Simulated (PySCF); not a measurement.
Correlation energy of Cl⁺ (chlorine, charge +1)

[Ne] 3s2 3p4, high-spin 3P determinant. Calculation: PySCF 2.14, in def2-TZVP; the non-relativistic Hamiltonian (point nucleus). Frozen: [Ne]; 6 electrons correlated.

MP2 pair energies summed by pair of shells (mhartree):

```
 pair  energy  share (%)
3p-3p  -56.79       47.0
3s-3p  -55.01       45.5
3s-3s   -9.07        7.5
```

Total MP2 correlation energy: -120.87 mhartree.

Same-spin part -28.03 and opposite-spin part -92.83 mhartree; SCS-MP2 scales them by 1/3 and 6/5 to -120.75 mhartree.

| level | correlation energy (mhartree) |
| --- | --- |
| CCSD | -146.51 |
| (T) | -4.33 |
| CCSD(T) | -150.84 |

Diagnostics: T1 = 0.0087, D1 = 0.0281, largest double amplitude 0.060.

Q: Is a single reference adequate?

A: Yes: T1 lies below 0.03 and no double amplitude reaches 0.07.
